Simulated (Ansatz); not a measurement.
Basis-set extrapolation for `C[SiH2]BO` (PBE0-D4/def2-TZVP geometry, frozen core, Ansatz 0.2.0). Multiplicity 1, RHF reference.

```csv
,def2-TZVPP,def2-QZVPP
HF,-430.532901,-430.548726
MP2 correlation,-0.646815,-0.693192
CCSD(T) correlation,-0.719042,not run
```

Energies in hartree. Use E(X) = E(∞) + A·exp(−7.88·√X) for Hartree–Fock and E(X) = E(∞) + B·X^(−2.97) for correlation, with X = 3 and 4, and add CCSD(T) minus MP2 of the smaller set to the MP2 limit.

Problem. What is the CCSD(T) energy at the basis-set limit?

Solution. HF limit: -430.548726 + (-0.015825) × 0.13774 = -430.55091. MP2 limit: -0.693192 + (-0.046377) × 0.74074 = -0.72755. Higher-order term: -0.719042 − (-0.646815) = -0.07223. Total: -431.35069 hartree, 62.0 kcal/mol below CCSD(T)/def2-TZVPP.
